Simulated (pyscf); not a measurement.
Structures and frequencies: ωB97X-D3(BJ)/def2-SVP in PySCF.

Q: H₂As–SiH₂–AsH₂ → H₂Si=AsH + AsH₃
Surface: singlet. Broken: As–H, As–Si. Formed: As–H. Give ΔE‡ and ΔE from M06-2X/def2-TZVP, relative to the reactant's lowest minimum found.

A: ΔE‡ = 57.8 kcal/mol, ΔE = +37.5 kcal/mol. ωB97M-D3(BJ)/def2-TZVP gives 61.5 kcal/mol and +38.0 kcal/mol. Zero-point energy shifts the barrier by -2.0 kcal/mol. It is an elimination, with an imaginary mode of 1224i cm⁻¹. At the saddle there is also a short H–Si contact that neither side keeps. The same reactants have a lower exit, to :HSi–AsH₂ [singlet] + AsH₃ (highest point, the separated products, at +54.8 kcal/mol at ωB97M-D3(BJ)/def2-TZVP, against +61.5 kcal/mol here). This is the saddle that the search found; another between the same sides may lie lower. Elements up to Kr have no core potential and no relativistic terms here.
